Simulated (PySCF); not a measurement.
Removal energies of Nd³²⁺ from EOM-IP-GCCSD

Reference: closed-shell Nd³²⁺, [Ar] 3d10; one electron is removed. Calculated with PySCF 2.14, two-component X2C-1e with screened spin-orbit coupling, an uncontracted even-tempered set (19 s from 1.9 bohr⁻², ratio 2.6; 15 p from 2.4 bohr⁻², ratio 2.6; 10 d from 2.4 bohr⁻², ratio 2.6; 6 f from 2.5 bohr⁻², ratio 2.8); frozen [Ar]; the 100 highest virtual spinors dropped; of the others 70 kept and the rest restored at second order. No Breit or QED terms. Binding energies in eV.

| level | Koopmans |
| --- | --- |
| 3d3/2 | 2163.0 |
| 3d5/2 | 2138.8 |

Problem. How does correlation move these levels?

Solution. 3d3/2: second order 2162.1, EOM-CCSD 2162.2; 3d5/2: second order 2138.1, EOM-CCSD 2138.2.

For comparison, the ionisation energy of Nd³²⁺ is 2134 ± 4 eV (theoretical estimate listed by NIST; NIST Atomic Spectra Database, ionization energies).
